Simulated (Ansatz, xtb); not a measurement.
## Two isomers of C2H7NSSi2

Structure X is `C#C[SiH2]N[SiH2]S`, a singlet and structure Y is `C#C[Si@@H](S)N[SiH3]`, a singlet. Both are isolated molecules in the gas phase, relaxed with r2SCAN-D4/def2-SVP; each stands in its lowest conformer found.

X (Å):

```xyz
13

C    -1.3483   -3.3608   -3.2451
C    -0.8050   -2.5771   -2.4814
N    -0.9745    0.0460   -1.0728
S    -1.7499    2.2648    1.1623
Si   -0.0088   -1.3792   -1.3354
Si   -2.1129    0.3743    0.1994
H    -1.8270   -4.0522   -3.9163
H     1.2993   -0.9892   -1.9346
H     0.1885   -2.0469   -0.0198
H    -0.9454    0.7389   -1.8212
H    -2.0026   -0.7746    1.1412
H    -3.5151    0.5328   -0.2818
H    -0.4966    1.9460    1.5587
```

Y (Å):

```csv
atom,x (Å),y (Å),z (Å)
C,-1.4805,-2.3037,-0.5115
C,-1.1246,-1.3400,0.1491
N,-1.8941,1.2538,0.9710
S,1.2913,0.8876,0.4163
Si,-0.5935,0.1229,1.1171
Si,-3.3775,1.1150,0.0463
H,-1.7935,-3.1542,-1.0917
H,-0.2848,-0.2644,2.5200
H,0.8319,1.1451,-0.8297
H,-1.7595,2.1483,1.4399
H,-4.2270,-0.0244,0.5013
H,-3.1249,0.9469,-1.4167
H,-4.1190,2.3930,0.2612
```

**Question.** Which of the two would you expect CCSD(T)/def2-SVP + ΔMP2/def2-TZVPP electronic energies to favour?

**Answer.** Too close to call at this level: CCSD(T)/def2-SVP + ΔMP2/def2-TZVPP gives E(Y) − E(X) = +0.01 kcal/mol.

How the difference moves with the method:

```
                             level            geometry  E(Y) − E(X) (kcal/mol)  departure from the last row (kcal/mol)  job, with rough time for the two
                r2SCAN-D4/def2-SVP  r2SCAN-D4/def2-SVP                     −0.19                                   −0.19               optimisation, 3 min
                       HF/def2-SVP  r2SCAN-D4/def2-SVP                     +1.01                                   +1.00           part of the CCSD(T) run
                      MP2/def2-SVP  r2SCAN-D4/def2-SVP                     −0.61                                   −0.61           part of the CCSD(T) run
                  CCSD(T)/def2-SVP  r2SCAN-D4/def2-SVP                     −0.23                                   −0.24                      single point
CCSD(T)/def2-SVP + ΔMP2/def2-TZVPP  r2SCAN-D4/def2-SVP                     +0.01                                                        single point, 46 s
```

As drawn, both hold the same kinds of bond in the same numbers.

The largest departure from CCSD(T)/def2-SVP + ΔMP2/def2-TZVPP is that of HF/def2-SVP, 1.00 kcal/mol. Levels run at GFN2-xTB geometries aren't shown. The last row adds to CCSD(T) the change of the MP2 difference between the two basis sets, here +0.24 kcal/mol.

With thermal terms from frequencies at re-optimised GFN2-xTB minima (ideal gas, soft modes damped towards free rotors, one conformer each, 298.15 K, 1 atm): the zero-point term adds −0.47 kcal/mol; ΔH is −0.14 and ΔG −1.08 kcal/mol.

The correlated steps freeze 18 core orbitals. Mirror images aren't counted in ΔG. Programs: Ansatz 0.2.0, xtb 6.7.1; the last row on 2 threads of Intel(R) Xeon(R) 6975P-C (Granite Rapids) on a shared host.
